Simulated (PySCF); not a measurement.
## Strontium: a sound run and one with changed settings

Sound run: Sr²⁺ [Kr], Sr³⁺ [Ar] 3d10 4s2 4p5. Computed with PySCF 2.14 in cc-pVDZ-X2C, with the spin-free X2C one-electron Hamiltonian (Gaussian nucleus). In the sound run the correlated levels freeze [Ar] 3d10 4s2. The sound run starts from symmetry-adapted Hartree-Fock orbitals and uses a fine grid where one is needed.

Changed run: all electrons correlated in a basis built for the valence shell.

```json
{"species": "Sr²⁺", "method": "MP2", "sound run (hartree)": "-3176.81592", "changed run (hartree)": "-3176.81997", "converged": "yes"}
{"species": "Sr³⁺", "method": "MP2", "sound run (hartree)": "-3175.23735", "changed run (hartree)": "-3175.24755", "converged": "yes"}
```

Ionisation energy of Sr²⁺:

| method | sound run (eV) | changed run (eV) |
| --- | --- | --- |
| UHF | 42.594 | 42.594 |
| MP2 | 42.955 | 42.788 |
| SCS-MP2 | 42.929 | 42.746 |

A valence basis has no tight correlating functions, so it recovers only part of the core correlation, and not evenly between atom and ion.

For comparison, NIST gives 42.884 eV between the lowest levels.
